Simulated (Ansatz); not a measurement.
Program: Ansatz. Geometries: PBE0-D4/def2-TZVP. ΔE: electronic, gas phase. CCSD(T)/CBS is the MP2 limit (def2-TZVPP, def2-QZVPP) plus CCSD(T) − MP2 in def2-TZVPP, frozen cores. This one scheme is used for every species. Functionals use def2-TZVPP. B3LYP here is the variant with VWN-RPA as its local correlation; programs differ in this. For Ga outer-core shells are correlated without core-valence functions, which leaves a few kJ/mol of doubt a bond. Scalar relativity is left out up to krypton. One conformer a species, not always the lowest.

Reaction (ligand exchange at a Ga–O bond): `C[O][Ga]([OH])[SH]` + `CNC` → `C[N](C)[Ga]([OH])[SH]` + CH₃OH

(1) Is it downhill or uphill in electronic energy at CCSD(T)/CBS, and by how much? (Estimate.)

(2) What do these levels give: PBE-D4, r2SCAN-D4, B3LYP-D4, ωB97X-V, B2PLYP, PBE, B3LYP, MP2/def2-TZVPP, CCSD/def2-TZVPP, SCS-MP2/def2-QZVPP, MP2/CBS(def2), CCSD/CBS(def2)? (Estimate.)

Largest T1 diagnostic among the species: 0.014.

Results:

(1) Computed: Uphill: ΔE = +14.6 kJ/mol.

(2) Ansatz gave: PBE-D4 18.2, r2SCAN-D4 21.9, B3LYP-D4 19.8, ωB97X-V 21.4, B2PLYP 23.7, PBE 22.7, B3LYP 26.9, MP2/def2-TZVPP 15.3, CCSD/def2-TZVPP 19.1, SCS-MP2/def2-QZVPP 17.9, MP2/CBS(def2) 12.3, CCSD/CBS(def2) 16.1 kJ/mol.

The D4 term adds −7.2 kJ/mol with B3LYP and −4.1 kJ/mol with PBE0; it sums over pairs of atoms, weighted by their polarisabilities, and B3LYP, whose exchange is more repulsive, gets the larger term. In def2-TZVPP, CCSD(T) changes the Hartree–Fock value by −14.9 kJ/mol (the triples alone add −1.5 kJ/mol) and MP2 by −17.1 kJ/mol.
